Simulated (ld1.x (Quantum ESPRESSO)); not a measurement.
Transferability test, TM potential for Ta (Z = 73)

tantalum (Ta), norm-conserving Troullier–Martins (Kleinman–Bylander form), made with ld1.x (Quantum ESPRESSO) 7.5 (PBE, scalar-relativistic). Core [Xe] 4f14, reference 5d3 6s1.5 6p0 (charge +0.5). Waves: 6s (bound): rc 2.20 bohr; 6p (bound, empty): rc 2.80 bohr; 5d (bound): rc 2.90 bohr. Local part: all-electron potential smoothed inside 2.15 bohr (lloc = -1). Core correction: Bessel-smoothed model core inside 2.00 bohr.

Energies are relative to the spin-unpolarised reference configuration 5d3 6s1.5 6p0; without spin polarisation the order of configurations can differ from experiment.

```csv
valence configuration,charge,ΔE all-electron (eV),error AE − PS (meV)
5d3 6s2 6p0,0,-3.461,+0.1
5d3 6s1 6p0,+1,5.006,-3.5
5d2 6s0 6p0,+3,43.582,-187
5d2 6s2 6p0,+1,4.220,-61
5d4 6s1 6p0,0,-1.367,-28
5d2 6s2 6p1,0,-0.475,-54
```

(1) What are ΔE and the potential's error for 5d3 6s0 6p0?

Note: ghost state, extra bound levels that the all-electron valence spectrum of the same l lacks: s at -28.9 eV. A true bound ghost makes a file unfit for plane-wave use.

## Answers

(1) ΔE = 19.978 eV all-electron; the error (AE − PS) is -27 meV.

These tests converged, but a pseudo level misses the all-electron one widely, so the file describes the atom poorly there or has found another state: 5d2 6s0 6p0: empty 6p by 4.7 eV (a node warning on the way).
